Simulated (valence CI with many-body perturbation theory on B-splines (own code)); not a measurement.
**Tb60+: magnetic and hyperfine properties of the levels**

Computed by configuration interaction combined with many-body perturbation theory (CI+MBPT): three valence electrons over a frozen Dirac-Fock core [He], a basis of 11 s, 11 p, 9 d, 7 f, 5 g, 2 h, 1 i functions for each j, with the one-electron correlation potential Σ1 (screened to all orders), the two-electron term Σ2, the three-electron term Σ3, Breit, model QED; selected single and double excitations, second order for the rest (own B-spline code, finite nucleus).

The last digits are not significant, and no measured levels were compared; by estimate large intervals hold to a few tenths of a per cent, small ones and those within an open d or f shell to about a per cent.

A/g_I is the dipole constant over the nuclear g factor μ/I (μ in nuclear magnetons, uniformly magnetised nucleus), B/Q the quadrupole constant per barn. Both hold the static response of the core; the bare values leave it out. Large factors of s and p1/2 electrons are usually good to 5 to 10 %; those of open d and f shells near neutrality can be off by tens of per cent, and small factors of p3/2, d and f electrons come from cancelling terms and can be off by a factor of two or in sign, in half-filled shells by more. B is blank for J = 1/2, where it vanishes, and for nearly pure S terms. Energies count from the lowest level.

Levels are named by their leading jj configuration (3d3/2^4 stands for four electrons in 3d with j = 3/2), which in mixed levels can hold well under half, so a name can repeat and another be missing. Letters in brackets count levels of one name in rising energy.

```csv
Level,E (eV),g,A/g_I (MHz),A/g_I bare,B/Q (MHz/b),B/Q bare
(2s^2 2p1/2) J=1/2,0.0,0.628,4320000,4300000,,
(2s 2p1/2^2) J=1/2,218.3,2.077,1.31e+07,1.30e+07,,
(2s^2 2p3/2) J=3/2,814.2,1.306,562000,576000,1100000,1100000
(2s 2p1/2 2p3/2) J=3/2 [a],966.9,1.633,3240000,3220000,862000,863000
(2s 2p1/2 2p3/2) J=5/2,1004.2,1.323,3840000,3810000,890000,891000
(2s 2p1/2 2p3/2) J=1/2,1065.3,1.255,-4770000,-4680000,,
(2s 2p1/2 2p3/2) J=3/2 [b],1067.0,0.974,39800,66300,593000,594000
(2p1/2^2 2p3/2) J=3/2,1295.9,1.328,519000,545000,1050000,1050000
(2s 2p3/2^2) J=5/2,1799.0,1.417,3120000,3100000,201000,201000
(2s 2p3/2^2) J=1/2,1891.6,1.911,1.33e+07,1.31e+07,,
(2s 2p3/2^2) J=3/2,1892.5,1.177,-1990000,-1930000,-149000,-150000
(2p1/2 2p3/2^2) J=3/2,2068.9,1.438,-222000,-185000,77700,77800
(2p1/2 2p3/2^2) J=5/2,2090.8,1.170,1290000,1310000,-3520,-3520
(2p1/2 2p3/2^2) J=1/2,2139.2,0.628,4330000,4290000,,
(2p3/2^3) J=3/2,2921.3,1.288,546000,570000,-1120000,-1120000
(2s^2 3s) J=1/2,7876.6,1.987,3920000,3880000,,
(2s^2 3p1/2) J=1/2,7950.2,0.665,1290000,1290000,,
(2s 2p1/2 3s) J=1/2 [a],8022.7,2.359,7490000,7410000,,
(2s 2p1/2 3s) J=3/2,8046.5,1.543,7110000,7040000,-108000,-108000
(2s 2p1/2 3s) J=1/2 [b],8072.4,0.716,6820000,6770000,,
(2s 2p1/2 3p1/2) J=1/2 [a],8084.7,0.266,-795000,-771000,,
(2s 2p1/2 3p1/2) J=3/2,8109.7,1.101,6290000,6230000,-110000,-110000
(2s 2p1/2 3p1/2) J=1/2 [b],8146.7,1.939,1.34e+07,1.32e+07,,
(2s^2 3p3/2) J=3/2,8191.5,1.325,228000,232000,322000,322000
(2s^2 3d3/2) J=3/2,8242.8,0.790,123000,123000,59700,60300
(2p1/2^2 3s) J=1/2,8284.5,1.926,3000000,2970000,,
(2s^2 3d5/2) J=5/2,8308.3,1.192,122000,122000,87500,88200
(2s 2p1/2 3p3/2) J=3/2 [a],8335.6,1.394,648000,646000,321000,322000
(2p1/2^2 3p1/2) J=1/2,8345.5,0.637,969000,964000,,
(2s 2p1/2 3p3/2) J=5/2,8364.3,1.321,3540000,3510000,204000,204000
(2s 2p1/2 3p3/2) J=3/2 [b],8367.0,1.245,1990000,1980000,154000,155000
(2s 2p1/2 3p3/2) J=1/2,8375.3,1.381,-4790000,-4730000,,
(2s 2p1/2 3d3/2) J=3/2 [a],8375.8,0.566,-1150000,-1130000,68600,69100
(2s 2p1/2 3d3/2) J=5/2,8402.9,1.015,3480000,3450000,-37200,-36900
(2s 2p1/2 3d3/2) J=3/2 [b],8419.7,1.181,3520000,3480000,88200,88400
(2s 2p1/2 3d3/2) J=1/2,8425.4,0.437,-5380000,-5320000,,
(2s 2p1/2 3d5/2) J=5/2 [a],8452.8,1.311,918000,906000,71000,71600
(2s 2p1/2 3d5/2) J=7/2,8478.1,1.229,2550000,2530000,-49400,-48900
(2s 2p1/2 3d5/2) J=5/2 [b],8489.2,1.068,279000,280000,156000,156000
(2s 2p1/2 3d5/2) J=3/2,8489.7,1.100,-3270000,-3230000,28700,29100
```

(1) Take the isotope of mass number 159, with I = 3/2, μ = 2.009 μN and Q = 1.432 b. What is the hyperfine structure of (2s^2 2p3/2) J=3/2?

Answers

(1) From the table A = 753000 MHz, B = 1570000 MHz. Shifts from the centre of gravity in MHz: F = 0: -861000, F = 1: -1680000, F = 2: -1740000, F = 3: 2090000.
